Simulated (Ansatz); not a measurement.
System: SnH3, net charge 1, singlet state. SMILES: [SnH3+]
Geometry from a B3LYP-D3(BJ)/def2-TZVP (Ansatz, an electronic-structure program) optimisation:
```xyz
4

Sn     0.0000     0.0000     0.0000
H      0.6251    -0.4787     1.4968
H     -0.3657     1.6269    -0.2824
H     -0.2594    -1.1482    -1.2144
```
Charge +1, spin multiplicity 1.

Wanted: vertical electron affinity (to the doublet state of charge +0; a negative value means that the extra electron is unbound and the number depends on the basis; each state is the SCF solution reached for its spin; the molecule has degenerate orbitals, so one determinant may break the symmetry), in eV. Cores are frozen in the correlated levels unless marked. UHF or UKS for open shells. No spin-orbit coupling. The frozen core is the preceding noble-gas configuration, with the filled d and f shells of earlier blocks. Past Kr the def2 sets carry scalar-relativistic core potentials. CBS(X,Y): correlation extrapolated as X^-3; Hartree-Fock from the larger set.

```json
[
 {"level": "B3LYP/def2-TZVPD", "program": "Ansatz", "vertical electron affinity (eV)": "7.32"},
 {"level": "PBE0/def2-TZVPD", "program": "Ansatz", "vertical electron affinity (eV)": "___"},
 {"level": "B2PLYP/def2-TZVPD", "program": "Ansatz", "vertical electron affinity (eV)": "7.17"},
 {"level": "SCS-MP2/def2-TZVPPD", "program": "Ansatz", "vertical electron affinity (eV)": "6.96"},
 {"level": "CCSD/def2-TZVPPD", "program": "Ansatz", "vertical electron affinity (eV)": "7.11"},
 {"level": "CCSD/def2-QZVPPD", "program": "Ansatz", "vertical electron affinity (eV)": "7.14"},
 {"level": "CCSD(T)/CBS(def2-TZVPPD,def2-QZVPPD)", "program": "Ansatz", "vertical electron affinity (eV)": "___"}
]
```

**Question.** Some entries are withheld; supply them.

**Answer.** 
- PBE0/def2-TZVPD, vertical electron affinity (eV): 7.30
- CCSD(T)/CBS(def2-TZVPPD,def2-QZVPPD), vertical electron affinity (eV): 7.20
